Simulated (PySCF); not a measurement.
# What a mistake does to a calculation on C2GeH7O

Calculated results; nothing here was measured. They come from PySCF 2.14.0, an open-source quantum chemistry program, on an isolated molecule that a program drew, which may never have been made. The molecule is C2GeH7O (charge 0, doublet), drawn as the SMILES string `OC[CH][GeH3]`.

Each row is a Hartree-Fock (HF) and frozen-core CCSD(T) single point in the cc-pVDZ basis, meant for a local HF minimum. Run 1 is clean. Each other run has one planted mistake out of seven kinds, and not every kind appears here: one electron removed, one electron added, multiplicity raised by two, geometry at a saddle point, minimal basis STO-3G, one bond length entered in bohr, all coordinates scaled. The reference is restricted for singlets and unrestricted otherwise, and also for a bond in bohr. Adding or removing an electron swaps singlet and doublet. Electrons count all cores. HOMO and LUMO are orbital energies over both spins, the gradient is its largest component, and the lowest frequency (negative if imaginary) is given only where the gradient is small. Bond lengths are over the 10 bonds as drawn. T1 is the CCSD diagnostic: over 0.02 (restricted) or 0.045 (unrestricted) a single reference is doubtful. Germanium has the cc-pVDZ-PP basis, with a core potential (ECP10MDF) in place of its 10 inner electrons, and its 3s, 3p and 3d shells are frozen in CCSD(T).

Geometry of the clean run:
```xyz
11
C2GeH7O, angstrom
O    -0.8954    1.2796   -1.3807
C    -0.5761    0.7914   -0.1069
C    -0.1640   -0.6548   -0.1164
Ge   -0.2718   -1.8425    1.4171
H    -1.6304    0.7907   -1.7205
H     0.2537    1.4102    0.2471
H    -1.4055    0.9512    0.5925
H     0.3915   -0.9691   -0.9970
H    -1.6536   -1.7184    2.0719
H     0.7882   -1.4896    2.4708
H    -0.0502   -3.2856    0.9575
```

```
run  electrons  basis functions  <S^2>  HOMO (eV)  LUMO (eV)  gradient (hartree/bohr)  lowest frequency (cm^-1)  mean bond (Å)  longest bond (Å)      T1  HF (hartree)  CCSD(T) (hartree)                          mistake
  1         59              100  0.764      -9.86       2.51                  4.3e-06                        50         1.3672             1.943  0.0117    -447.99516         -448.60796                         no fault
  2         60              100  0.000      -0.59       9.19                  5.6e-02                         -         1.3672             1.943  0.0125    -447.94897         -448.60307               one electron added
  3         59              100  1.599      -8.99       1.30                  8.4e-03                         -         1.5034             2.893  0.0371    -447.89172         -448.49242  one bond length entered in bohr
  4         59              100  3.775      -3.06       0.60                  1.4e-01                         -         1.3672             1.943  0.0297    -447.73519         -448.32194                                ?
```

**Which mistake was planted in run 4, and what did it cost?**

Electrons, basis and geometry are unchanged, and <S^2> is 3.775, beside S(S+1) = 3.75 for a multiplicity of 4. So the mistake is: multiplicity raised by two. Subtracting run 1 and multiplying by 627.51 kcal/mol a hartree, the energy moved by 163.1 kcal/mol in HF and 179.5 kcal/mol in CCSD(T).

Cautions from the logs. Run 2: the added electron raises the CCSD(T) energy, so it isn't bound in this basis.
